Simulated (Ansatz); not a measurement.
Abridged output of a molecular run in Ansatz:

```
Functional definition: HF
1240 factors; integrals over basis functions are off by at most 1.2e-3 eV
mean field evaluation 1: about -19397.5314 eV, gradient 3.8e1 eV
mean field evaluation 2: about -19397.5324 eV, gradient 3.8e1 eV
mean field evaluation 4: about -19401.3857 eV, gradient 3.6e0 eV
mean field evaluation 8: about -19401.4415 eV, gradient 4.9e-4 eV
mean field -19401.44145128 eV, -712.9898225653 hartree, gradient 2.6e-6 eV, S^2 0.000000; 0 other end points of the search recorded, 0 dependent functions left out
13 core orbitals not correlated: weight in the atoms' cores, before any rotation towards them, 1.000 or more for the frozen orbitals, at most 0.000 for the correlated occupied ones
reference -19401.44145128 eV, -712.9898225653 hartree; 15, 15 occupied and 95, 95 virtual orbitals, 1240 factors
second order -17.75663734 eV of doubles, -0.00000000 eV of singles
cycle   1  -18.96583984 eV  change    -1.2e0 eV  update   1.0e-1
cycle   2  -19.51405769 eV  change   -5.5e-1 eV  update   3.1e-2
cycle   3  -19.59672292 eV  change   -8.3e-2 eV  update   1.3e-2
cycle   4  -19.59258891 eV  change    4.1e-3 eV  update   3.8e-3
cycle   5  -19.59150434 eV  change    1.1e-3 eV  update   1.6e-3
cycle   6  -19.59134612 eV  change    1.6e-4 eV  update   5.7e-4
cycle   7  -19.59117486 eV  change    1.7e-4 eV  update   2.1e-4
cycle   8  -19.59116684 eV  change    8.0e-6 eV  update   7.6e-5
cycle   9  -19.59116785 eV  change   -1.0e-6 eV  update   2.9e-5
perturbative correction -0.60632477 eV, -0.0222820242 hartree
Total energy: -19421.63894390 eV, -713.7320667286 hartree
```

Its atoms:

Z-matrix (Å, degrees):
```
Si
N 1 1.705
C 1 1.813 2 116.1
C 1 1.852 2 111.7 3 145.7
Si 1 2.540 2 125.3 3 -58.9
H 1 1.653 2 105.2 3 -101.1
H 2 1.007 1 121.4 3 166.8
H 2 1.007 1 120.2 3 18.7
H 3 1.089 1 116.6 2 -2.9
H 3 1.088 1 115.8 2 130.8
H 4 1.091 1 110.0 2 177.7
H 4 1.092 1 111.2 2 58.0
H 4 1.093 1 110.1 2 -62.0
H 5 1.529 1 83.2 2 -161.7
```

Task: Which basis set was used?
A. def2-SVP
B. def2-QZVPP
C. def2-TZVPPD
D. def2-SVPD

Result: A. It gives 123 functions.

Task: Write the keys of the input that set method, charge and spin (a neutral closed shell needs none for the last two).

Result: 
```yaml
correlation: {method: ccsd_t}
```
